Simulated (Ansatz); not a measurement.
Relaxation of AlClH10O2Si3 (17 atoms, charge 0, multiplicity 1), to a largest force component of 0.03 eV/Å in at most 50 steps.

Method: Ansatz, RHF/6-31G*.

```xyz
17
Properties=species:S:1:pos:R:3:forces:R:3
Al -0.257 -0.351 0.069 -0.25 -0.15 1.38
O -0.575 -0.521 1.760 0.10 -0.49 -1.28
Si -1.440 -0.704 3.123 0.03 -0.04 0.01
H -2.590 -1.606 2.908 0.00 0.01 0.01
H -0.598 -1.268 4.198 -0.01 0.02 -0.04
H -1.951 0.609 3.571 -0.01 -0.01 0.01
O 1.265 -0.637 -0.571 -0.15 0.04 0.12
Si 2.473 -1.458 -1.294 0.08 -0.05 -0.08
H 1.919 -2.598 -2.055 0.04 0.03 0.01
H 3.214 -0.578 -2.220 -0.04 -0.01 0.04
H 3.410 -1.982 -0.282 0.00 0.01 -0.01
Cl -1.848 -0.121 -1.292 0.06 0.03 0.13
Si -0.238 3.025 1.067 -0.03 0.38 0.00
H -1.591 3.465 0.693 0.03 -0.02 0.01
H 0.080 3.412 2.450 0.01 -0.01 -0.01
H 0.760 3.560 0.129 0.01 -0.01 -0.01
H -0.201 1.553 1.016 0.12 0.25 -0.29
```

Q: Where does it end, and by what steps?

A: The forces met the threshold. The force dipped under the threshold on the way, but the program's further checks kept it going. After 24 steps the energy has fallen by 0.286 eV; H15 moved furthest, 0.92 Å.

```tsv
step	energy less start (eV)	largest force component (eV/Å)	accepted
0	0.0000	1.378	yes
1	-0.1671	0.930	yes
2	-0.2336	0.413	yes
3	-0.2438	0.421	yes
4	-0.2622	0.196	yes
5	-0.2682	0.211	yes
6	-0.2790	0.049	yes
7	-0.2797	0.023	yes
8	-0.2798	0.152	yes
9	-0.2809	0.090	yes
10	-0.2817	0.023	yes
11	-0.2822	0.033	yes
12	-0.2825	0.042	yes
13	-0.2829	0.055	yes
14	-0.2832	0.058	yes
15	-0.2836	0.079	yes
16	-0.2839	0.070	yes
17	-0.2843	0.051	yes
18	-0.2846	0.032	yes
19	-0.2849	0.034	yes
20	-0.2851	0.036	yes
21	-0.2853	0.037	yes
22	-0.2855	0.030	yes
23	-0.2856	0.012	yes
24	-0.2857	0.019	yes
```

```xyz
17
Properties=species:S:1:pos:R:3
Al -0.494 -0.457 0.056
O -0.969 -0.553 1.660
Si -1.529 -0.783 3.169
H -2.823 -1.489 3.142
H -0.572 -1.584 3.957
H -1.713 0.520 3.839
O 1.034 -0.929 -0.436
Si 2.467 -1.356 -1.073
H 2.289 -2.411 -2.088
H 3.111 -0.190 -1.708
H 3.363 -1.864 -0.016
Cl -1.971 -0.123 -1.405
Si -0.078 3.031 0.848
H -1.481 3.188 1.249
H 0.816 3.067 2.014
H 0.311 4.036 -0.151
H 0.074 1.695 0.210
```

Whether the end is a true minimum wasn't checked by a vibrational analysis.

The run took 51 s on 4 threads of Arm Neoverse V2, with other jobs on the host, peak memory 0.46 GiB.
